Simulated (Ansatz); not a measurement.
Isolated molecules relaxed with PBE0-D4/def2-TZVP in Ansatz; ΔE leaves out vibrations. CCSD(T)/CBS is the MP2 limit (def2-TZVPP, def2-QZVPP) plus CCSD(T) − MP2 in def2-TZVPP, frozen cores. This one scheme is used for every species. Each species was taken in one conformer, which may not be the lowest.

`C=CS[SiH3]` + `CB(O)F` → `CB(F)O[SiH3]` + `C=CS`  (ligand exchange at the Si–S bond)

`C=CS[SiH3]`:

Z-matrix (Å, degrees):
```
Si
S 1 2.134
H 1 1.485 2 112.1
H 1 1.483 2 105.8 3 -120.0
H 1 1.487 2 109.5 3 120.7
C 2 1.761 1 99.3 3 -69.5
C 6 1.326 2 123.0 1 147.4
H 6 1.086 2 116.0 1 -36.3
H 7 1.084 6 122.0 2 -3.8
H 7 1.084 6 120.3 2 175.5
```

`CB(O)F`:

Z-matrix (Å, degrees):
```
C
B 1 1.558
H 1 1.094 2 110.3
H 1 1.090 2 112.6 3 121.6
H 1 1.094 2 110.2 3 -116.8
O 2 1.353 1 122.1 3 -121.7
F 2 1.343 1 119.9 3 58.3
H 6 0.962 2 112.8 1 -180.0
```

`CB(F)O[SiH3]`:

Z-matrix (Å, degrees):
```
C
B 1 1.559
H 1 1.089 2 112.7
H 1 1.094 2 110.2 3 -121.7
H 1 1.094 2 110.2 3 121.7
F 2 1.342 1 119.1 3 179.7
O 2 1.351 1 123.2 3 -0.3
Si 7 1.659 2 131.9 1 180.0
H 8 1.483 7 110.2 2 -61.0
H 8 1.484 7 110.2 2 60.6
H 8 1.481 7 106.4 2 179.8
```

`C=CS`:

Cartesian coordinates in Å:
```
C -0.259 0.081 1.109
C 0.258 0.004 -0.111
S -0.706 -0.187 -1.561
H -1.327 0.033 1.290
H 0.389 0.196 1.968
H 1.329 0.054 -0.266
H 0.315 -0.181 -2.429
```

| level | ΔE (kJ/mol) |
| --- | --- |
| HF/def2-SVP | -38.9 |
| CCSD/CBS(def2) | -33.1 |

Problem. What does CCSD(T)/CBS give? (Estimate.)

Solution. Computed: -29.5 kJ/mol. The listed levels differ from it by -9.4, -3.6 kJ/mol.

Largest T1 diagnostic among the species: 0.012.

In def2-TZVPP, CCSD(T) changes the Hartree–Fock value by +18.3 kJ/mol (the triples alone add +3.6 kJ/mol) and MP2 by +21.6 kJ/mol. From PBE to PBE0 (25 % exact exchange), in def2-TZVPP and without D4, ΔE moves by −3.7 kJ/mol.
